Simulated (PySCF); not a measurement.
These compounds are isomers of formula C5H6F2OSi.

A. `InChI=1S/C5H6F2OSi/c6-5(7)8-4-2-1-3-9-4/h1-3,5H,9H2`
B. `C1=C[SiH2]C=C1OC(F)F`
C. `C#C/C=C(\O[SiH3])C(F)F`
D. `CC(=O)C1=C[SiH2]C1(F)F`
E. `O=C1[SiH2]C[C@@]2(F)C[C@@]12F`

Spectrum 1. 13C{1H} NMR (computed): δ 234.2 (C), 93.6 (C), 89.1 (C), 26.0 (CH2), 16.5 (CH2).

Spectrum 2. 13C{1H} NMR (computed): δ 168.2 (C), 121.0 (CH), 95.5 (CH), 93.2 (CH), 82.3 (C).

Spectrum 3. 13C{1H} NMR (computed): δ 171.4 (C), 154.4 (CH), 138.4 (CH), 122.4 (CH), 95.9 (CH).

Spectrum 4. 13C{1H} NMR (computed): δ 172.2 (C), 156.5 (CH), 124.6 (CH), 123.0 (CH), 121.8 (CH).

Spectrum 5. 13C{1H} NMR (computed): δ 196.5 (C), 168.7 (C), 159.8 (CH), 133.1 (C), 32.7 (CH3).

Relativity neglected, equivalent nuclei averaged, single conformer, no solvent model. Structure optimised with GFN2-xTB; shieldings: GIAO PBE0/pcSseg-1; PySCF.

Shifts are taken against calculated references (same method and geometry level): 13C (σref 186.93) against TMS. Splittings of carbon signals by F and P are missing where no couplings were computed. Shifts are as computed. Against solution values, carbons near 30 ppm lie about +3 ppm off and those near 130 ppm about +5 ppm. Of 1211 compounds with measured shifts, 218 miss one by over three times the rms of a fit or turn the order of signals round; such compounds aren't used in these exercises.

Match each spectrum to its structure.

Answers

1–E, 2–C, 3–B, 4–A, 5–D.

- Spectrum 1 (E): 5 13C signals; δC 93.6 is a three-membered-ring carbon; δC 89.1 is a three-membered-ring carbon.
- Spectrum 2 (C): 5 13C signals; δC 168.2 is an alkene carbon bearing oxygen; δC 121.0 is an allylic sp3 CH bonded to 2 F.
- Spectrum 3 (B): 5 13C signals; δC 171.4 is an alkene carbon bearing oxygen; δC 154.4 is an alkene CH.
- Spectrum 4 (A): 5 13C signals; δC 172.2 is an alkene carbon bearing oxygen; δC 156.5 is an alkene CH.
- Spectrum 5 (D): 5 13C signals; δC 196.5 is a ketone carbonyl carbon; δC 159.8 is a β carbon of a C=C–C=O unit.
